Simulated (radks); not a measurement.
All-electron atom: Gd I in [Xe] 4f7 5d1 6s1 5f1 (not the ground configuration). Method: scalar-relativistic Kohn-Sham, PBE, spin-polarised, spherical densities, point nucleus; open shells are filled with parallel spins first (spin-orbit coupling, left out, can overturn this in heavy ions); computed with a radial shooting solver on a logarithmic mesh with Libxc functionals.

X-ray form factor f0, the Fourier transform of the density (f0(0) = 64):

| sin(theta)/lambda (1/angstrom) | f0 (electrons) |
|---|---|
| 0.05 | 61.912 |
| 0.1 | 59.384 |
| 0.15 | 56.084 |
| 0.2 | 52.604 |
| 0.25 | 49.173 |
| 0.3 | 45.912 |
| 0.4 | 40.156 |
| 0.5 | 35.442 |
| 0.6 | 31.524 |
| 0.8 | 25.341 |
| 1 | 20.971 |
| 1.25 | 17.487 |
| 1.5 | 15.206 |
| 2 | 11.586 |
